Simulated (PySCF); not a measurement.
## Calculated data, AlH3O2Si, ClH2Si

All values are calculated (PySCF 2.14.0). Calculation on a computer-drawn molecule: optimised geometry and harmonic frequencies of an isolated molecule of the commonest isotopes, restricted reference for singlets and unrestricted otherwise, frozen core in MP2.

Common to all runs: multiplicity 1.

(1) AlH3O2Si

Start structure:
```xyz
7
AlH3O2Si
O      2.3352    -1.7504    -0.6055
Al     0.8438    -1.4644    -0.1937
O     -0.7192    -1.1648     0.2378
Si    -2.2859    -0.8648     0.6704
H     -2.5846     0.5608     0.4344
H     -3.1795    -1.7082    -0.1465
H     -2.4591    -1.1854     2.1002
```

* charge: 0
* method: MP2
* basis: cc-pV(D+d)Z
* rotational constants: 85.83, 1.564, 1.564 GHz
* total energy: -682.9440 hartree
* convergence status largest gradient component: 1.769e-05 hartree/bohr

Drawn bonds:
```tsv
atom	other atom	order
1	2	2
2	3	1
3	4	1
4	5	1
4	6	1
4	7	1
```

Optimised structure:
```xyz
7
AlH3O2Si
O      2.4107    -1.7648    -0.6263
Al     0.8673    -1.4689    -0.2002
O     -0.7234    -1.1640     0.2389
Si    -2.3039    -0.8613     0.6753
H     -2.6101     0.5660     0.4414
H     -3.2052    -1.7035    -0.1396
H     -2.4846    -1.1806     2.1076
```

Modes:
```tsv
frequency (cm⁻¹)	reduced mass (dalton)
23	6.011
23.1	6.012
197.2	17.19
197.3	17.18
472.3	10.21
751.4	1.173
751.5	1.173
974	16.58
991.3	1.051
991.3	1.051
1029	1.143
1189	11.27
2301	1.018
2305	1.053
2305	1.053
```

(2) ClH2Si

Start structure:
```xyz
4
ClH2Si
Si    -0.6280    -0.2422    -1.3584
Cl    -2.0457     0.8253    -2.2542
H      0.5834     0.3971    -0.9072
H     -0.7832    -1.6883    -1.0415
```

* charge: 1
* method: HF
* basis: cc-pV(D+d)Z
* rotational constants: 153, 7.729, 7.357 GHz
* total energy: -749.3330 hartree
* convergence status largest gradient component: 1.874e-05 hartree/bohr

Drawn bonds:
```tsv
atom	other atom	order
1	2	1
1	3	1
1	4	1
```

Optimised structure:
```xyz
4
ClH2Si
Si    -0.6180    -0.2505    -1.3250
Cl    -2.0125     0.7703    -2.2321
H      0.5982     0.4416    -0.9209
H     -0.8413    -1.6695    -1.0833
```

Modes:
```tsv
frequency (cm⁻¹)	reduced mass (dalton)
665	1.131
694.9	13.27
768.8	1.143
1007	1.068
2438	1.025
2492	1.063
```

(3) ClH2Si

Start structure:
```xyz
4
ClH2Si
Si    -0.6180    -0.2505    -1.3250
Cl    -2.0125     0.7703    -2.2321
H      0.5982     0.4416    -0.9209
H     -0.8413    -1.6695    -1.0833
```

- charge: 1
- method: MP2
- basis: cc-pV(D+d)Z
- rotational constants: 151.5, 7.689, 7.317 GHz
- total energy: -749.5510 hartree
- convergence status largest gradient component: 2.14e-05 hartree/bohr

Drawn bonds:
```tsv
atom	other atom	order
1	2	1
1	3	1
1	4	1
```

Optimised structure:
```xyz
4
ClH2Si
Si    -0.6183    -0.2504    -1.3252
Cl    -2.0162     0.7731    -2.2345
H      0.6038     0.4455    -0.9192
H     -0.8429    -1.6763    -1.0824
```

Modes:
```tsv
frequency (cm⁻¹)	reduced mass (dalton)
634	1.131
689.9	12.08
729.7	1.143
960.5	1.076
2370	1.025
2429	1.063
```

(4) ClH2Si

Start structure:
```xyz
4
ClH2Si
Si     0.6508     0.0099     0.6222
Cl     0.5041     1.9684    -0.5944
H      0.9408    -0.9470    -0.5303
H     -0.8734    -0.1493     0.7513
```

* charge: -1
* method: HF
* basis: aug-cc-pV(D+d)Z
* rotational constants: 111.8, 5.714, 5.676 GHz
* total energy: -749.6449 hartree
* convergence status largest gradient component: 5.5e-06 hartree/bohr

Drawn bonds:
```tsv
atom	other atom	order
1	2	1
1	3	1
1	4	1
```

Optimised structure:
```xyz
4
ClH2Si
Si     0.6626     0.0340     0.6620
Cl     0.5238     1.9486    -0.6112
H      0.8846    -0.9036    -0.5267
H     -0.8487    -0.1971     0.7247
```

Modes:
```tsv
frequency (cm⁻¹)	reduced mass (dalton)
335.8	22.87
719.2	1.04
787.5	1.08
1045	1.05
2001	1.047
2020	1.036
```
